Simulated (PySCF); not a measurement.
PySCF 2.14 output of an unrestricted MN15 calculation on a single atom or ion in x2c-TZVPPall with one added diffuse shell each of s, p, d, f type (12s8p8d4f1g, 113 functions), with the spin-free X2C one-electron Hamiltonian (Gaussian nucleus):

```
SCF conv_tol = 1e-09
number electrons alpha = 37  beta = 35
    H. S. Yu, X. He, S. L. Li, and D. G. Truhlar.,  Chem. Sci. 7, 5032-5051 (2016)
    H. S. Yu, X. He, S. L. Li, and D. G. Truhlar.,  Chem. Sci. 7, 5032-5051 (2016)
cycle= 1 E= -15088.9269614404  delta_E= -0.124  |g|= 0.515  |ddm|= 0.911
cycle= 2 E= -15088.92123067  delta_E= 0.00573  |g|= 0.536  |ddm|= 0.524
cycle= 3 E= -15088.948738399  delta_E= -0.0275  |g|= 0.0215  |ddm|= 0.304
cycle= 4 E= -15088.9488462562  delta_E= -0.000108  |g|= 0.00373  |ddm|= 0.0428
cycle= 5 E= -15088.9488707886  delta_E= -2.45e-05  |g|= 0.0016  |ddm|= 0.0119
cycle= 6 E= -15088.9489116036  delta_E= -4.08e-05  |g|= 0.00103  |ddm|= 0.0269
cycle= 7 E= -15088.948936068  delta_E= -2.45e-05  |g|= 0.000349  |ddm|= 0.0324
cycle= 8 E= -15088.9489383928  delta_E= -2.32e-06  |g|= 7.65e-05  |ddm|= 0.0123
cycle= 9 E= -15088.9489384428  delta_E= -5.01e-08  |g|= 2.09e-05  |ddm|= 0.00136
cycle= 10 E= -15088.9489384448  delta_E= -2.03e-09  |g|= 5.61e-06  |ddm|= 0.000284
cycle= 11 E= -15088.9489384449  delta_E= -8.19e-11  |g|= 1.25e-06  |ddm|= 4.7e-05
converged SCF energy = -15088.9489384449  <S^2> = 2.0263227  2S+1 = 3.0174974
```

The run itself started from symmetry-adapted Hartree-Fock orbitals and held the occupation by maximum overlap, on a logarithmic radial grid, so the iterations belong to that start.

Problem. Which element, charge and spin multiplicity is this?

Solution. Hf (hafnium, neutral), multiplicity 3; the state was [Xe] 4f14 5d1 6s2 6p1, one real determinant (an excited configuration).

⟨L²⟩ = 8.10 against 12 for a pure F term, so this real determinant mixes terms. Spin-orbit coupling, absent here, splits the open shell strongly.
